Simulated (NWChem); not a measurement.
Correlation energy of stibine (H3Sb)

```xyz
4

Sb     0.0006     0.0541     0.0000
H     -0.7203    -0.9130     1.2313
H     -0.7203    -0.9130    -1.2313
H      1.4123    -0.9348     0.0000
```
Charge 0, spin multiplicity 1.

The numbers come from NWChem runs, not from measurements. Structure: optimised with B3LYP/def2-SVP with def2 effective core potentials on Sb, a minimum by its harmonic frequencies.

Basis set: def2-TZVP. Each correlation energy counts from its own Hartree-Fock reference.

```csv
method,correlation energy (mHa),difference from CCSD(T)
MP2,-356.1,+21.1
SCS-MP2,-332.1,+45.1
CR-CCSD[T],-376.0,+1.2
CR-CCSD(T),-375.4,+1.8
CCSD,-367.9,+9.2
CCSD+T(CCSD),-377.9,-0.7
CCSD(T),-377.2,0.0
```

The values span 45.8 mHa, from CCSD+T(CCSD) (lowest) to SCS-MP2 (highest). 

Effective core potentials replace the inner electrons of Sb; spin-orbit coupling is left out. The correlated methods keep 4 core orbitals frozen. Coupled-cluster values serve here as a point of comparison, not as the truth.
